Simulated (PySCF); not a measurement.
## Gas-phase XPS of BMe2Cl, computed

Compound: BMe2Cl, C2H6BCl.
Bonds: B1–C2, B1–C6, B1–Cl10. Hydrogens: H3, H4, H5 on C2; H7, H8, H9 on C6.

Computed with delta-SCF UKS SCAN, pcX-2 on the ionised atom, pcseg-1 elsewhere, spin-free X2C (PySCF 2.14.0). Binding energies are ΔSCF values: E(core-ionised, relaxed orbitals) − E(ground state) at a fixed geometry, referred to the vacuum level.

Question: Give the core binding energies atom by atom.

Answer: 
```csv
atom(s),bonded to,level,binding energy (eV),2p1/2 (eV),count
B1,Cl and 2 C,B 1s,197.05,–,1
Cl10,B,Cl 2p3/2,205.94,207.60,1
C2/C6,3 H and B,C 1s,290.46,–,2
Cl10,B,Cl 1s,2828.51,–,1
```

Question: Which photon wavelength matches the Cl 2p3/2 of Cl10 threshold?

Answer: λ = hc/E = 12398.42 eV Å / 205.94 eV = 60.204 Å.

Question: Which effective nuclear charge Zeff reproduces each element's mean 1s value in the hydrogen-like formula E = 13.606 eV × Zeff²?

Answer: B (Z = 5): mean 197.0 eV, Zeff = 3.81, Z − Zeff = 1.19; C (Z = 6): mean 290.5 eV, Zeff = 4.62, Z − Zeff = 1.38; Cl (Z = 17): mean 2828.5 eV, Zeff = 14.42, Z − Zeff = 2.58. Means run over the listed sites, weighted by atom count.

Atoms equivalent by their bonding share one computed value, that of the first of them. Spin–orbit coupling isn't in the SCF: each 2p doublet comes from a relaxed spin-free hole plus a matrix of the shell (mean-field spin–orbit coupling and the ground-state 2p splitting), with 2p3/2 averaged over its two sublevels. 2p1/2 minus 2p3/2 (ligand field included): Cl 1.65 eV. Geometry: PBE0-D3(BJ)/def2-SVP; no solvent, vibrations or thermal averaging.

Time: 15 s; peak memory 0.45 GiB. Hardware: Arm Neoverse V1, one thread, on a shared host.
